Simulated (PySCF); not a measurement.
NMR data sheet: C3H7F3Si2

- Formula: C3H7F3Si2
- SMILES: FC(F)(F)C1[SiH2]C[SiH2]1
- InChI: InChI=1S/C3H7F3Si2/c4-3(5,6)2-7-1-8-2/h2H,1,7-8H2
- Point group of the computed structure: Cs
- Degrees of unsaturation: 1
- Carbon signals: 3
- Proton signals: 5

Bonds (- single, = double, # triple, : aromatic): F1-C2 1.351 Å, C2-F3 1.353 Å, C2-F4 1.353 Å, C2-C5 1.478 Å, C5-Si6 1.931 Å, Si6-C7 1.921 Å, C7-Si8 1.921 Å, Si8-C5 1.931 Å. C5 carries H9; Si6 carries H10, H11; C7 carries H12, H13; Si8 carries H14, H15. H10, H13, H14 are cis to C2 on the ring; H11, H12, H15 are trans to C2 on the ring.

Computed data (PySCF 2.14): shieldings: GIAO PBE0/pcSseg-1, GFN2-xTB geometry. One conformer, non-relativistic Hamiltonian, gas phase, equivalent nuclei averaged.

Scale: $^{1}$H and $^{13}$C and $^{29}$Si vs TMS; $^{19}$F against CFCl3 (reference shieldings calculated alike).

```tsv
carbon	δC, type	δH (multiplicity)	HMBC from (2–3 bonds)	span of the C tensor (ppm)
C2	139.4, C	–	H10/H14, H11/H15, H9	26
C5	24.8, CH	2.07 (m)	H10/H14, H11/H15, H13, H12	40
C7	-7.3, CH2	H12 0.59 (m); H13 0.76 (m)	H10/H14, H11/H15, H9	28
```

Other nuclei:
```csv
atoms,nucleus,environment,δ (ppm),σ (ppm)
H10/H14,$^{1}$H,"hydrogen on a silicon bonded to 2 C, in a 4-membered ring",5.05,26.67
H11/H15,$^{1}$H,"hydrogen on a silicon bonded to 2 C, in a 4-membered ring",4.88,26.84
F1/F3/F4,$^{19}$F,fluorine of a CF3 group,-69.7,240.6
Si6/Si8,$^{29}$Si,"silicon bonded to 2 C, 2 H, in a 4-membered ring",-33.8,383.0
```

- Carbon types of the structure: 1 × C, 1 × CH, 1 × CH2, leaving 4 H on heteroatoms.
- δC 139.4: CF3 carbon; 3 electronegative neighbours deshield it.
- δC 24.8: sp3 CH bonded to 2 Si.
- δC -7.3: sp3 CH2 bonded to 2 Si; an electropositive neighbour leaves it electron-rich and shielded.
- δH 2.07: hydrogen on an sp3 CH bonded to 2 Si.
- δH 0.76, 0.59: hydrogen on an sp3 CH2 bonded to 2 Si; an electropositive neighbour shields it, as in TMS itself.

Splittings by $^{19}$F in the carbon and heteronuclear signals aren't shown, as no couplings were computed. Shifts are as computed. Against solution values, carbons near 30 ppm lie about +3 ppm off and those near 130 ppm about +5 ppm. Of 1309 compounds with measured shifts, 239 miss one by over three times the rms of a fit or turn the order of signals round; such compounds aren't used in these exercises. Unscaled 19F shifts against computed CFCl3 carry errors that often reach 10 to 50 ppm. Multiplicities follow the n + 1 count of equivalent neighbours, as no J values were calculated; m marks all less simple cases, F and P coupling included.
